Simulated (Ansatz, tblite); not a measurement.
Spin states of Cu₃F₄, each relaxed with r2SCAN-D4/def2-SVP in Ansatz. Electronic energies in the gas phase.

The 6-31G sets use Cartesian d functions. The xTB rows come from tblite. B3LYP takes the VWN-RPA correlation. Correlated methods freeze 31 core orbitals. HOMO above LUMO, or a gap near zero within one spin, warns that the state may not be the lowest or that an electron is smeared out. Another isomer (doublet) lies 0.03 eV lower at PBE0-D4/def2-TZVP.

Doublet geometry (Cs within 0.1 Å):

```xyz
7

Cu    1.1184   -0.7454   -0.6471
Cu    0.0359    1.4344    0.0179
Cu   -0.9109   -0.7103    0.8511
F    -1.0580    1.0646    1.5384
F    -1.0306    0.0591   -1.0207
F     0.2184   -2.1440    0.2480
F     1.6269    1.0417   -0.9875
```

Quartet geometry (C3v within 0.1 Å):

```xyz
7

Cu   -0.851    0.544   -1.156
Cu    1.133   -0.990   -0.310
Cu   -0.552    0.077    1.431
F     0.916   -1.149    1.590
F     0.728    0.990    0.097
F    -1.872    1.014    0.400
F     0.498   -0.487   -2.051
```

⟨S²⟩: doublet 0.76 at PBE0-D4/def2-TZVP (pure 0.75), quartet 3.77 at PBE0-D4/def2-TZVP (pure 3.75).

Run but left out: HF/6-31G (quartet: ⟨S²⟩ 4.30, where a pure state has 3.75).

Only these spin states were relaxed. Higher spins weren't run and may lie lower. The quartet has other bonds than the doublet, so the gap mixes isomer and spin.

Second-order perturbation terms are unreliable where d shells bring near-degenerate states, and here MP2/def2-TZVP lies more than 0.4 eV from the median of the functionals without such a term.

(1) Estimate which spin state lies lowest at each of these levels, and by how much: GFN1-xTB; GFN2-xTB; HF/def2-TZVP; PBE-D4/def2-TZVP; r2SCAN-D4/def2-TZVP; r2SCANh-D4/def2-TZVP; B3LYP-D4/6-31G; PBE0-D4/def2-TZVP; MP2/def2-TZVP.

Results:

(1) 
```json
{"level": "GFN1-xTB", "quartet − doublet (kJ/mol)": "316.7", "lowest of these": "doublet", "remarks": "–"}
{"level": "GFN2-xTB", "quartet − doublet (kJ/mol)": "719.3", "lowest of these": "doublet", "remarks": "–"}
{"level": "HF/def2-TZVP", "quartet − doublet (kJ/mol)": "76.5", "lowest of these": "doublet", "remarks": "–"}
{"level": "PBE-D4/def2-TZVP", "quartet − doublet (kJ/mol)": "253.6", "lowest of these": "doublet", "remarks": "gap within one spin near zero (doublet), gap within one spin near zero (quartet)"}
{"level": "r2SCAN-D4/def2-TZVP", "quartet − doublet (kJ/mol)": "255.1", "lowest of these": "doublet", "remarks": "gap within one spin near zero (doublet)"}
{"level": "r2SCANh-D4/def2-TZVP", "quartet − doublet (kJ/mol)": "257.6", "lowest of these": "doublet", "remarks": "–"}
{"level": "B3LYP-D4/6-31G", "quartet − doublet (kJ/mol)": "191.2", "lowest of these": "doublet", "remarks": "–"}
{"level": "PBE0-D4/def2-TZVP", "quartet − doublet (kJ/mol)": "261.3", "lowest of these": "doublet", "remarks": "–"}
{"level": "MP2/def2-TZVP", "quartet − doublet (kJ/mol)": "358.5", "lowest of these": "doublet", "remarks": "–"}
```

Change of the quartet − doublet gap on mixing in exact exchange, in kJ/mol: PBE to PBE0 (25 % exact exchange) 7.7; r2SCAN to r2SCANh (10 % exact exchange) 2.5. The xTB methods have no spin-polarisation term.
